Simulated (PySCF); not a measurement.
C3H11BOSi (SMILES C[SiH2]OB(C)C), singlet, at a GFN2-xTB geometry. Base run: HF/6-31G in PySCF.

The PySCF input:
```python
from pyscf import gto, scf, solvent

mol = gto.Mole()
mol.atom = '''
    Si    1.25838149    0.66101833    0.66657950
    C     2.68106956   -0.31066938   -0.12627620
    O    -0.10915732   -0.09339703    0.26801963
    B    -1.31377898   -0.24903650   -0.26157561
    C    -2.06450699   -1.64303107   -0.08311242
    C    -2.00730606    0.93628025   -1.07084896
    H     1.28071534    0.60249270    2.13034886
    H     1.27556565    2.05496831    0.19921799
    H     2.63212154   -0.28704488   -1.21212279
    H     2.66850957   -1.35414546    0.17779959
    H     3.63977808    0.10540996    0.16768989
    H    -2.57908175   -1.95026863   -0.99004780
    H    -2.82546079   -1.55528625    0.69081139
    H    -1.39207191   -2.44259540    0.21619849
    H    -1.89108851    0.76983387   -2.14075355
    H    -1.56396450    1.90289339   -0.84511701
    H    -3.07574911    0.99636569   -0.88099168
'''
mol.basis = '6-31g'
mol.verbose = 4
mol.build()

mf = scf.RHF(mol)
mf.kernel()
```

Base: dipole (D) 1.17; HOMO-LUMO gap (eV) 15.00.

A changed run: ΔE vs base (kJ/mol) -4.00; dipole (D) 1.24; HOMO-LUMO gap (eV) 15.09.

What was changed between the two runs?
A) model = IEF-PCM; solvent = n-hexane; vdw_scale = 1.4
B) model = IEF-PCM; solvent = n-hexane; r_probe = 0.5
C) model = IEF-PCM; solvent = n-hexane; vdw_scale = 1.1
D) model = IEF-PCM; solvent = chloroform
E) model = IEF-PCM; solvent = n-hexane; vdw_scale = 1.0

C, model = IEF-PCM; solvent = n-hexane; vdw_scale = 1.1

The base is the gas phase, so ΔE is the electrostatic part of solvation at a fixed geometry, without cavity and dispersion terms.
